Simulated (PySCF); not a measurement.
Species: C₃H₇FSi.
Z-matrix (Å and degrees, GFN2-xTB geometry), rows numbered from 1:
```
C 
C   1  1.3211
C   2  1.4854  1  124.41
F   3  1.3926  2  109.82  1  -152.31
Si  3  1.9325  2  111.66  1    88.76
H   1  1.0758  2  121.84  3  -177.57
H   1  1.0779  2  121.64  3     2.35
H   2  1.0813  1  121.10  3   177.78
H   3  1.0955  2  111.10  1   -35.89
H   5  1.4604  3  107.85  2    56.69
H   5  1.4616  3  106.45  2   -62.99
H   5  1.4609  3  107.31  2   176.48
```

The closed-shell SCF was solved with PySCF and density fitting under several settings on one GFN2-xTB geometry (grid level 2 and gas phase unless stated).

```tsv
settings	basis functions	SCF cycles	E (Eh)	HOMO (eV)	LUMO (eV)	dipole (D)
PBE0/pcSseg-1	127	14	-507.4200	-7.43	-0.23	1.68
CAM-B3LYP/def2-SVPD	163	12	-507.4912	-8.79	0.75	1.75
PBE0/aug-pcSseg-1, energy threshold 1e-07 Eh	200	8	-507.4324	-7.43	-0.42	1.62
WP04/pcSseg-1	127	15	-515.8327	-8.54	-2.25	1.88
PBE0/cc-pVTZ	252	14	-507.5430	-7.36	-0.22	1.49
CAM-B3LYP/IGLO-II, level shift 0.1 Eh, energy threshold 1e-08 Eh	165	10	-507.7847	-8.73	0.90	1.69
```

Problem. Estimate the row for these settings: B97-2/pcSseg-1.

Solution. 
```csv
settings,basis functions,SCF cycles,E (Eh),HOMO (eV),LUMO (eV),dipole (D)
B97-2/pcSseg-1,127,14,-507.7275,-7.18,-0.27,1.69
```

Problem. Over all rows, what range does the HOMO–LUMO gap span?

Solution. From 6.29 eV (WP04/pcSseg-1) to 9.63 eV (CAM-B3LYP/IGLO-II, level shift 0.1 Eh, energy threshold 1e-08 Eh). The functional of the narrowest has 12 % exact exchange, that of the widest range-separated exact exchange.

Problem. And the dipole moment?

Solution. From 1.49 D (PBE0/cc-pVTZ) to 1.88 D (WP04/pcSseg-1); the largest is 1.26 times the smallest, and the median is 1.69 D.

Problem. Compare two rows with the functional PBE0: PBE0/cc-pVTZ and PBE0/pcSseg-1. Which energy is lower, and by how much?

Solution. PBE0/cc-pVTZ (252 functions) lies 0.1230 Eh or 77 kcal/mol below PBE0/pcSseg-1 (127 functions).

Cycle counts include a coarse-grid stage where the run had one. WP04 was designed for NMR shieldings or shifts; total energies of different functionals aren't comparable.

One conformer stands for the species.
